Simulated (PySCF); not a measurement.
## Two-component Hartree-Fock for O²⁺ (oxygen, charge +2)

Start: [He] 2s1 2p3; 2s1/2 filled at m_j = +1/2; 2p3/2 filled at m_j = -1/2, +1/2, +3/2. Calculated with PySCF 2.14 in x2c-TZVPall-2c with one added diffuse shell each of s, p, d type (6s4p3d1f, 40 functions): generalised Hartree-Fock with the X2C-1e Hamiltonian and a Gaussian nucleus; one run each with spin-orbit coupling (SO) switched off, then screened by Boettger's factors. This is a chosen level, not necessarily the ground level.

```json
{"spinor shell": "1s1/2", "electrons": "2", "ε, spin-free (eV)": "-603.27", "ε, screened SO (eV)": "-603.27", "weight of nominal j (screened SO)": "1.000", "rms radius, screened SO (bohr)": "0.230"}
{"spinor shell": "2s1/2", "electrons": "1", "ε, spin-free (eV)": "-77.019", "ε, screened SO (eV)": "-77.019", "weight of nominal j (screened SO)": "1.000", "rms radius, screened SO (bohr)": "1.10"}
{"spinor shell": "2p3/2", "electrons": "3", "ε, spin-free (eV)": "-56.913", "ε, screened SO (eV)": "-56.913", "weight of nominal j (screened SO)": "0.666", "rms radius, screened SO (bohr)": "1.10"}
```

```tsv
quantity	spin-free	screened SO
E (hartree)	-72.95141	-72.95142
M_J	2	2
⟨J²⟩	6.000	6.000
⟨L²⟩	0.000	0.000
⟨S²⟩	6.000	6.000
```

Each row is a mean over spinors that exchange with the open shell spreads, by up to 6.763 eV (1s1/2).

Rows whose weight is well below 1 are mixtures of j = l ± 1/2: exchange outweighs spin-orbit coupling there, and the label is only the starting occupation.

Without spin-orbit coupling the j labels of p, d and f shells carry no meaning; the spin-free column gives the mean over the occupied spinors of each nl shell.
